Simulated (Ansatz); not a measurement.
**Energy profile**

The step: GeNH₅S ([NH2][GeH2][SH]) → GeH₂S ([S][GeH2]) + NH₃ (still joined by a long Ge–N bond); bonds formed: N2–H4; bonds broken: S3–H4; bonds weakened to dative contacts: Ge1–N2 (atoms numbered as in the saddle structure below).

```csv
atom,x (Å),y (Å),z (Å)
Ge1,-0.8237,0.0701,0.4973
N2,0.9793,-0.0701,-0.2241
S3,-1.4597,0.0367,-1.5577
H4,0.1726,-0.0575,-1.3184
H5,-0.8969,1.3721,1.3169
H6,-1.0573,-1.1500,1.4078
H7,1.4898,-0.9251,-0.0321
H8,1.5958,0.7239,-0.0894
```

Electronic energies by CCSD(T) at an estimated basis limit (MP2 extrapolated from triple and quadruple zeta, plus CCSD(T) − MP2 in triple zeta), on PBE0-D4/def2-TZVP structures; GeNH₅S, closed shell; no counterpoise correction. Ansatz 0.2.0; basis: def2-TZVPP and def2-QZVPP; cores frozen in the correlated methods. Filled d shells of the heavier atoms are correlated. The def2 sets are not built for correlating such inner shells, so the correlated values are less sure here. Extrapolation: Hartree–Fock as exp(−7.88 √X), correlation as X^−2.97.

Problem. Give the profile in eV, counted from the start structure. (An estimate is asked for; the value comes from the calculation.)

Solution. By the calculation:
```csv
point,eV
start structure,0.000
saddle,1.067
end structure,0.327
"separated: GeH₂S (linked as [S][GeH2]; Ge1, S3, H5, H6; singlet) + NH₃ (N2, H4, H7, H8; singlet)",1.235
```

T1 diagnostic: at most 0.018. The end structure is not quite a true minimum (one mode of 69i cm⁻¹).

For scale, one of the runs: CCSD(T)/def2-TZVPP, 191 basis functions (an equivalent command: `ansatz run in.yaml --threads 4`). Time: 43 s of wall clock on 4 CPU threads; the host was shared. Peak host memory: 2 GiB.
